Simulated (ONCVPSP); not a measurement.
## Os: excitation energies, all-electron against ONCV

osmium, optimised norm-conserving Vanderbilt (ONCV), made with ONCVPSP 4.0.1 (PBE, scalar-relativistic). Core [Kr] 4d10 4f14, reference 5s2 5p6 5d6 6s2. Waves: 5s+6s: rc 1.80 bohr, ncon 4, nbas 8, qcut 7.4 1/bohr, 3 projectors, debl 2.6 Ha; 5p: rc 1.20 bohr, ncon 3, nbas 6, qcut 5.8 1/bohr, 2 projectors, debl 4 Ha; 5d: rc 2.05 bohr, ncon 5, nbas 9, qcut 8.1 1/bohr, 3 projectors, debl 1.5 Ha. Local part: polynomial inside 1.05 bohr (lpopt 5, dvloc0 2 Ha). Core correction: Teter function, fcfact 3, rcfact 1.5.

Energies are relative to the spin-unpolarised reference configuration 5s2 5p6 5d6 6s2; without spin polarisation the order of configurations can differ from experiment.

| valence configuration | charge | ΔE all-electron (eV) | error AE − PS (meV) |
| --- | --- | --- | --- |
| 5s2 5p6 5d6 6s1 | +1 | 9.577 | -5.3 |
| 5s2 5p6 5d6 6s0 | +2 | 26.492 | -19 |
| 5s2 5p6 5d5 6s0 | +3 | 55.339 | -20 |

Question: What are ΔE and the potential's error for 5s2 5p6 5d6 6s0 6p2?

Answer: ΔE = 10.455 eV all-electron; the error (AE − PS) is -8.9 meV.
